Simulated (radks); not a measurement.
Results of a calculation; reference values are marked as such.
Problem. The table gives one normalised radial function P(r) = r R(r) (large component) of Mn+ in [Ar] 3d5.5 4s0.5 (r in bohr). Level of theory: Dirac Kohn-Sham, PBE, spin-unpolarised, spherical densities, finite nucleus; open shells fill j = l - 1/2 first; Fermi nuclear charge, rms radius 3.7057 fm (a radial shooting solver on a logarithmic mesh with Libxc functionals).

r           P
0.005177   0.1318
0.006741   0.1640
0.008849   0.2025
0.01152    0.2442
0.01512    0.2888
0.01969    0.3284
0.02585    0.3562
0.03393    0.3574
0.04418    0.3160
0.05799    0.2119
0.07551    0.0411
0.09911   -0.1961
0.1301    -0.4474
0.1694    -0.6165
0.2223    -0.5974
0.2895    -0.3132
0.38       0.2195
0.4988     0.8039
0.6495     1.1629
0.8526     1.1527
1.11       0.8449
1.457      0.4526
1.897      0.1787
2.491      0.0463
3.269      0.0073
4.257      0.0007
5.587      0.0000
7.275      0.0000
9.55       0.0000

Which n and l does it have? It may be an empty orbital.

Solution. n = 3, l = 0: the number of nodes gives n - l - 1 = 2, the rise at small r points to l (this Dirac orbital starts outside the nucleus as r^gamma with gamma = sqrt((l + 1)^2 - (Z/c)^2) = 0.98; the j = 1/2 orbital of l + 1 starts with the same power, but with a smaller coefficient, and then steepens), and the extent must fit the shell. The curve is that of 3s1/2. 3s1/2: eigenvalue -91.310 eV, 2 radial nodes at r = 0.0795, 0.343 bohr, <r> = 0.855 bohr, 90 % of the charge inside 1.28 bohr.
